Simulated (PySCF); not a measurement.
A run for PySCF: D3(BJ) and D4 dispersion corrections on H4O3Si (SMILES O[SiH](O)O), a point of a torsion scan.

```python
from pyscf import gto
from pyscf.dispersion import dftd3, dftd4

mol = gto.M(
    atom='''
    O     1.43160178    0.48750325   -0.40495029
    Si    0.07295175    0.02838387    0.35453347
    O     0.34022684   -0.00024318    1.95393803
    O    -1.06240792    1.14694690    0.05194933
    H     2.22312849   -0.03067417   -0.30519657
    H    -0.36086605   -1.28353774   -0.10745818
    H    -0.39342869    0.11437753    2.54908149
    H    -1.11202075    1.53168149   -0.81704150
    ''',
    basis='def2-svp',
    charge=0, spin=0, verbose=0, max_memory=1800)
d3, d4 = {}, {}
for xc in ['hf', 'pbe', 'blyp', 'revpbe', 'tpss', 'r2scan', 'b3lyp', 'pbe0', 'bhlyp', 'camb3lyp', 'b2plyp']:
    d3[xc] = float(dftd3.DFTD3Dispersion(mol, xc=xc, version='d3bj', atm=False).get_dispersion()['energy'])
    print(f'D3(BJ) {xc:10s} {d3[xc]:14.8f} Eh')
for xc in ['hf', 'pbe', 'blyp', 'revpbe', 'tpss', 'r2scan', 'b3lyp', 'pbe0', 'bhlyp', 'camb3lyp', 'b2plyp']:
    d4[xc] = float(dftd4.DFTD4Dispersion(mol, xc={'camb3lyp': 'cam-b3lyp'}.get(xc, xc), atm=True).get_dispersion()['energy'])
    print(f'D4     {xc:10s} {d4[xc]:14.8f} Eh')
```

The log:

```
D3(BJ) hf            -0.04028571 Eh
D3(BJ) pbe           -0.00458973 Eh
D3(BJ) blyp          -0.00991596 Eh
D3(BJ) revpbe        -0.01171298 Eh
D3(BJ) tpss          -0.00576294 Eh
D3(BJ) r2scan        -0.00121940 Eh
D3(BJ) b3lyp         -0.00811273 Eh
D3(BJ) pbe0          -0.00393516 Eh
D3(BJ) bhlyp         -0.00643805 Eh
D3(BJ) camb3lyp      -0.00351592 Eh
D3(BJ) b2plyp        -0.00377056 Eh
D4     hf            -0.01849135 Eh
D4     pbe           -0.00485436 Eh
D4     blyp          -0.01100257 Eh
D4     revpbe        -0.01602640 Eh
D4     tpss          -0.00657654 Eh
D4     r2scan        -0.00112856 Eh
D4     b3lyp         -0.00786550 Eh
D4     pbe0          -0.00402342 Eh
D4     bhlyp         -0.00570897 Eh
D4     camb3lyp      -0.00402284 Eh
D4     b2plyp        -0.00335321 Eh
```

The run finished.

Cost: very roughly 0.05 core-seconds.
